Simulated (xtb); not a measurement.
GeO, triplet, geometry from GFN2-xTB (the spin is typed, not shown lowest); GFN1-xTB (xtb 6.7.1).

xtb was given this input:
```
$ xtb mol.xyz --gfn 1 --uhf 2 --ohess --json

# file mol.xyz
2

Ge    -0.00000000    -0.00000000    -0.33477338
O      0.00000000     0.00000000     1.33909353
```

Q: Predict the main parts of the log of this xtb run.

A: 
```
   ID    Z sym.   atoms
    1   32 Ge     1
    2    8 O      2

           -------------------------------------------------
          |                Calculation Setup                |
           -------------------------------------------------

           -------------------------------------------------
          |                 G F N 1 - x T B                 |
           -------------------------------------------------

          ...................................................
          :                      SETUP                      :
          :.................................................:
          :  # basis functions                  14          :
          :  # atomic orbitals                  13          :
          :  # shells                            5          :
          :  # electrons                        10          :
          :  # halogen bonds                     0          :
          :  max. iterations                   250          :
          :  Hamiltonian                  GFN1-xTB          :
          :  restarted?                      false          :
          :  GBSA solvation                  false          :
          :  PC potential                    false          :
          :  electronic temp.          300.0000000     K    :
          :  accuracy                    1.0000000          :
          :  -> integral cutoff          0.2500000E+02      :
          :  -> integral neglect         0.1000000E-07      :
          :  -> SCF convergence          0.1000000E-05 Eh   :
          :  -> wf. convergence          0.2000000E-04 e    :
          :  Broyden damping             0.4000000          :
          :  net charge                          0          :
          :  unpaired electrons                  2          :
          ...................................................

 iter      E             dE          RMSdq      gap      omega  full diag
   1     -6.1870325 -0.618703E+01  0.453E+00    0.00       0.0  T
   2     -6.1695864  0.174461E-01  0.456E+00    0.00       1.0  T
   3     -6.2010200 -0.314335E-01  0.206E+00    0.00       1.0  T
   4     -6.2024708 -0.145084E-02  0.320E-01    0.00       1.0  T
   5     -6.2025620 -0.911963E-04  0.411E-02    0.00       1.7  T
   6     -6.2025643 -0.228758E-05  0.448E-03    0.00      15.8  T
   7     -6.2025643  0.324584E-07  0.426E-03    0.00      16.6  T
   8     -6.2025643 -0.419684E-07  0.130E-05    0.00    5433.5  T
   9     -6.2025643 -0.888178E-13  0.213E-08    0.00  100000.0  T

   *** convergence criteria satisfied after 9 iterations ***

 transition dipole moment (au) for excitation:           5           6
     X       Y       Z
   0.6078   0.3529  -0.0000  total (au/Debye):    0.703   1.786
 dE (eV)             :    4.250
 oscillator strength :  0.72733E-01

         :::::::::::::::::::::::::::::::::::::::::::::::::::::
         ::                     SUMMARY                     ::
         :::::::::::::::::::::::::::::::::::::::::::::::::::::
         :: total energy              -6.190548417607 Eh    ::
         :: gradient norm              0.007123680755 Eh/a0 ::
         :: HOMO-LUMO gap              0.000000000000 eV    ::
         ::.................................................::
         :: SCC energy                -6.202564311679 Eh    ::
         :: -> electrostatic           0.048662773897 Eh    ::
         :: repulsion energy           0.012235769403 Eh    ::
         :: dispersion energy         -0.000219875332 Eh    ::
         :: halogen bond corr.         0.000000000000 Eh    ::
         :: add. restraining           0.000000000000 Eh    ::
         :: total charge               0.000000000001 e     ::
         :::::::::::::::::::::::::::::::::::::::::::::::::::::

      -----------------------------------------------------------
     |                   =====================                   |
     |                        A N C O P T                        |
     |                   =====================                   |
     |               Approximate Normal Coordinate               |
     |                Rational Function Optimizer                |
      -----------------------------------------------------------
      -----------------------------------------------------------
     |                   =====================                   |
     |                        A N C O P T                        |
     |                   =====================                   |
     |               Approximate Normal Coordinate               |
     |                Rational Function Optimizer                |
      -----------------------------------------------------------

          ...................................................
          :                      SETUP                      :
          :.................................................:
          :   optimization level            normal          :
          :   max. optcycles                   200          :
          :   ANC micro-cycles                  20          :
          :   degrees of freedom                 1          :
          :.................................................:
          :   RF solver                   davidson          :
          :   write xtbopt.log                true          :
          :   linear (good luck)              true          :
          :   energy convergence         0.5000000E-05 Eh   :
          :   grad. convergence          0.1000000E-02 Eh/α :
          :   maxmium RF displ.          1.0000000          :
          :   Hlow (freq-cutoff)         0.1000000E-01      :
          :   Hmax (freq-cutoff)         5.0000000          :
          :   S6 in model hess.         20.0000000          :
          ...................................................

generating ANC from exact Hessian ...
Using Lindh-Hessian (1995)
 Shifting diagonal of input Hessian by    0.0000000000000000
 Lowest  eigenvalues of input Hessian
[...]
 * total energy  :    -6.1905484 Eh     change       -0.4440892E-14 Eh
 * total energy  :    -6.1905805 Eh     change       -0.3209220E-04 Eh
 * total energy  :    -6.1905949 Eh     change       -0.1438203E-04 Eh
 * total energy  :    -6.1905949 Eh     change       -0.1135705E-07 Eh
   *** GEOMETRY OPTIMIZATION CONVERGED AFTER 4 ITERATIONS ***
         :: total energy              -6.190594903200 Eh    ::
[...]

         #    Occupation            Energy/Eh            Energy/eV
      -------------------------------------------------------------
         1        2.0000           -0.7245318             -19.7155
         2        2.0000           -0.5915962             -16.0982
         3        2.0000           -0.5106351             -13.8951
         4        2.0000           -0.5106351             -13.8951
         5        1.0000           -0.4555586             -12.3964
         6        0.5000           -0.2988634              -8.1325 (HOMO)
         7        0.5000           -0.2988634              -8.1325 (LUMO)
         8                         -0.1973100              -5.3691
         9                         -0.1973100              -5.3691
        10                         -0.1577312              -4.2921
        11                         -0.1460059              -3.9730
        12                         -0.1460059              -3.9730
        13                          0.1390161               3.7828
      -------------------------------------------------------------
                  HL-Gap            0.0000000 Eh            0.0000 eV
             Fermi-level           -0.3908223 Eh          -10.6348 eV

  Mulliken/CM5 charges         n(s)   n(p)   n(d)
     1Ge    0.44520  0.48304   1.544  1.659  0.352
     2O    -0.44520 -0.48304   1.791  4.654  0.000

Wiberg/Mayer (AO) data.
largest (>0.10) Wiberg bond orders for each atom

 ---------------------------------------------------------------------------
     #   Z sym  total        # sym  WBO       # sym  WBO       # sym  WBO
 ---------------------------------------------------------------------------
     1  32 Ge   1.933 --     2 O    1.933
     2   8 O    1.933 --     1 Ge   1.933
 ---------------------------------------------------------------------------

Topologies differ in total number of bonds
Writing topology from bond orders to xtbtopo.mol

 dipole moment from electron density (au)
     X       Y       Z
  -0.0000  -0.0000  -1.8003  total (Debye):    4.576

           -------------------------------------------------
          |               Frequency Printout                |
           -------------------------------------------------
 vibrational frequencies (cm⁻¹)
eigval :        0.00     0.00     0.00     0.00     0.00   757.49
 reduced masses (amu)
   1: 62.40   2: 62.40   3: 62.40   4: 26.22   5: 26.22   6: 26.22
 IR intensities (km·mol⁻¹)
   1:  0.00   2:  0.00   3:  0.00   4: 24.36   5: 24.36   6:140.35
 Raman intensities (Ä⁴*amu⁻¹)
   1:  0.00   2:  0.00   3:  0.00   4:  0.00   5:  0.00   6:  0.00
 output can be read by thermo (or use thermo option).
 writing <g98.out> molden fake output.
 recommended (thermochemical) frequency scaling factor: 1.0
           -------------------------------------------------
          |             Thermodynamic Functions             |
           -------------------------------------------------

cin symmetry found (for desy threshold:  0.10E+00) used in thermo

          ...................................................
          :                      SETUP                      :
          :.................................................:
          :  # frequencies                           1      :
          :  # imaginary freq.                       0      :
          :  linear?                              true      :
          :  only rotor calc.                    false      :
          :  symmetry                              cin      :
          :  rotational number                       1      :
          :  scaling factor                  1.0000000      :
          :  rotor cutoff                   50.0000000 cm⁻¹ :
          :  imag. cutoff                  -20.0000000 cm⁻¹ :
          :.................................................:

    mode    ω/cm⁻¹     T·S(HO)/kcal·mol⁻¹    T·S(FR)/kcal·mol⁻¹   T·S(vib)
   ------------------------------------------------------------------------
   ------------------------------------------------------------------------

   temp. (K)  partition function   enthalpy   heat capacity  entropy
                                   cal/mol     cal/K/mol   cal/K/mol   J/K/mol
 298.15  VIB   1.03                   57.474      0.723      0.245
         ROT   446.                  592.502      1.987     14.112
         INT   458.                  649.976      2.711     14.357
         TR   0.807E+27             1481.254      4.968     39.340
         TOT                        2131.2296     7.6788    53.6972   224.6689

       T/K    H(0)-H(T)+PV         H(T)/Eh          T*S/Eh         G(T)/Eh
   ------------------------------------------------------------------------
    298.15    0.339633E-02    0.512203E-02    0.255132E-01   -0.203912E-01
   ------------------------------------------------------------------------

         :::::::::::::::::::::::::::::::::::::::::::::::::::::
         ::                  THERMODYNAMIC                  ::
         :::::::::::::::::::::::::::::::::::::::::::::::::::::
         :: total free energy          -6.210986126367 Eh   ::
         ::.................................................::
         :: total energy               -6.190594903200 Eh   ::
         :: zero point energy           0.001725695105 Eh   ::
         :: G(RRHO) w/o ZPVE           -0.022116918273 Eh   ::
         :: G(RRHO) contrib.           -0.020391223168 Eh   ::
         :::::::::::::::::::::::::::::::::::::::::::::::::::::

optimized geometry written to: xtbopt.xyz

           -------------------------------------------------
          | TOTAL ENERGY               -6.190594903200 Eh   |
          | TOTAL ENTHALPY             -6.185472877575 Eh   |
          | TOTAL FREE ENERGY          -6.210986126367 Eh   |
          | GRADIENT NORM               0.000070534267 Eh/α |
          | HOMO-LUMO GAP               0.000000000037 eV   |
           -------------------------------------------------

normal termination of xtb
```
